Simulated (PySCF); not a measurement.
C2H8Si, SMILES C[SiH2]C (connectivity only; charge and spin as stated), charge +1, multiplicity 2. Coordinates come from a PBE-D3(BJ)/def2-SVP optimisation. The spin state was assumed, not searched. The isomer is the one that the SMILES or the coordinates give; other isomers of the formula were not compared.

Calculation: PBE-D3(BJ)/def2-SVP run with PySCF.

Harmonic wavenumbers (cm⁻¹): 109, 162, 204, 258, 450, 507, 548, 555, 658, 752, 754, 761, 900, 1017, 1150, 1222, 1230, 1357, 1374, 2238, 2270, 2856, 2869, 3089, 3093, 3171, 3172. Rotational constants (GHz): 12.18, 6.906, 4.987; symmetry number 2.

Question: Work out the zero-point energy and the ideal-gas rigid-rotor harmonic-oscillator thermochemistry at 298.15 K and 1 atm.

Answer: ZPE = ½ Σ hcν = ½ × 36726 cm⁻¹ = 219.67 kJ/mol. H − E(el) = 239.55 kJ/mol. Entropy in J/(mol K): translation 159.84, rotation 95.29, vibration 56.89, spin 5.76, total 317.79. G − E(el) = 144.80 kJ/mol. Cp = 104.79 J/(mol K). Modes under 150 cm⁻¹ make the vibrational entropy uncertain.
